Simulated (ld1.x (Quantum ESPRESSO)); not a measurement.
## An all-electron radial function and its pseudo partner (Tc)

Columns: radius, all-electron u(r) and pseudo u(r) of the 4s shell (level -71.83 eV) of technetium in the configuration [Ar] 3d10 4s2 4p6 4d5.5 5s1.5 5p0; LDA (PZ), scalar-relativistic, RRKJ scheme, ld1.x (Quantum ESPRESSO) 7.5.

| r (bohr) | all-electron | pseudo |
| --- | --- | --- |
| 0.105 | -0.3985 | -0.0319 |
| 0.210 | 0.2645 | -0.0947 |
| 0.315 | 0.6206 | -0.2081 |
| 0.420 | 0.3578 | -0.3731 |
| 0.525 | -0.1374 | -0.5722 |
| 0.630 | -0.5951 | -0.7747 |
| 0.735 | -0.9128 | -0.9471 |
| 0.840 | -1.0822 | -1.0631 |
| 0.945 | -1.1316 | -1.1095 |
| 1.050 | -1.0984 | -1.0889 |
| 1.155 | -1.0152 | -1.0154 |
| 1.260 | -0.9070 | -0.9096 |
| 1.365 | -0.7906 | -0.7918 |
| 1.470 | -0.6766 | -0.6766 |
| 1.575 | -0.5710 | -0.5710 |
| 1.680 | -0.4766 | -0.4766 |
| 1.785 | -0.3944 | -0.3944 |
| 1.890 | -0.3241 | -0.3241 |
| 1.995 | -0.2648 | -0.2648 |
| 2.100 | -0.2154 | -0.2154 |
| 2.205 | -0.1746 | -0.1746 |
| 2.310 | -0.1410 | -0.1410 |
| 2.415 | -0.1136 | -0.1136 |
| 2.520 | -0.0912 | -0.0912 |
| 2.625 | -0.0732 | -0.0732 |
| 2.730 | -0.0586 | -0.0586 |

How many radial nodes do the two functions have?

The all-electron 4s function has n − l − 1 = 3 (the table is too coarse to show those close to the nucleus); the pseudo-wave has 0, since the states of the same l below it are removed with the core.

At about which radius was the pseudo-wave matched?

1.50 bohr, where the columns begin to agree (steps of 0.10 bohr).

Is the pseudo-wave norm-conserving?

Yes: the RRKJ scheme keeps the norm inside the radius equal to the all-electron one, which fixes the energy derivative of the logarithmic derivative at the level.
